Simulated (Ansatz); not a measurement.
System: C4H6O2, net charge 0, singlet state. SMILES: CC(=O)C(C)=O
Geometry from a B3LYP-D3(BJ)/def2-TZVP (Ansatz, a program for electronic structure) optimisation:
```xyz
12

C      1.9685    -0.1029     0.0115
C      0.5451    -0.4654    -0.2945
O      0.2137    -1.4189    -0.9577
C     -0.5451     0.4654     0.2945
O     -0.2137     1.4189     0.9577
C     -1.9685     0.1029    -0.0115
H      2.1819     0.9052    -0.3491
H      2.6377    -0.8235    -0.4516
H      2.1221    -0.0765     1.0921
H     -2.1221     0.0765    -1.0921
H     -2.1819    -0.9052     0.3491
H     -2.6377     0.8235     0.4516
```
Charge 0, spin multiplicity 1.

Parts of the frozen-core correlation energy in cc-pVDZ (Ansatz, hartree). Frozen orbitals: 6; correlated occupied orbitals by spin: 17 and 17; virtual: 91 and 91. No spin-orbit coupling. No relativistic terms.

| term | value |
|---|---|
| reference (HF) | -304.71386 |
| MP2 opposite-spin | -0.66927 |
| MP2 same-spin | ? |
| CCSD correlation | ? |
| (T) | ? |
| T1 diagnostic | 0.015 |
| largest doubles amplitude | 0.076 |

Problem. What belongs in the gaps?

Solution. 
- MP2 same-spin, value: -0.22928
- CCSD correlation, value: -0.94243
- (T), value: -0.03170
